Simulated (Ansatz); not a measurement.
Gas-phase reaction in SMILES: C[Si](Br)(Br)Br [tribromo(methyl)silane] → C[Si](Br)Br + Br atom (the Br-Si bond at the site shown breaks; other sites are not compared here)
Structures are relaxed separately at B3LYP-D3(BJ)/def2-TZVP in Ansatz (a first-principles code). Frequencies are from Ansatz.

Property: bond dissociation energy (0 K, with B3LYP-D3(BJ) harmonic zero-point energies), in eV. Correlated levels leave the core frozen unless marked. UHF or UKS for open shells. Spin-orbit coupling is left out. Frozen are the shells of the preceding noble gas and the d and f shells that filled before the atom's block. No relativistic terms. Basis-set limits of correlation are two-point, X^-3; Hartree-Fock from the larger set. [CCSD(T)-MP2]/basis is that difference in the basis named.

| level | program | bond dissociation energy (eV) |
|---|---|---|
| SVWN5/def2-TZVPD | Ansatz | 4.61 |
| BLYP-D3(BJ)/def2-TZVPD | Ansatz + dftd3 | [?] |
| HSE06/def2-TZVPD | Ansatz | [?] |
| PBE-QIDH/def2-TZVPD | Ansatz | 4.13 |
| CCSD/STO-3G | Ansatz | 3.75 |
| RI-MP2/CBS(def2-TZVPP,def2-QZVPP)+[CCSD(T)-MP2]/def2-TZVPP | Ansatz | [?] |

Question: Fill in the missing entries.

Answer: 
- BLYP-D3(BJ)/def2-TZVPD, bond dissociation energy (eV): 3.83
- HSE06/def2-TZVPD, bond dissociation energy (eV): 3.97
- RI-MP2/CBS(def2-TZVPP,def2-QZVPP)+[CCSD(T)-MP2]/def2-TZVPP, bond dissociation energy (eV): 4.17
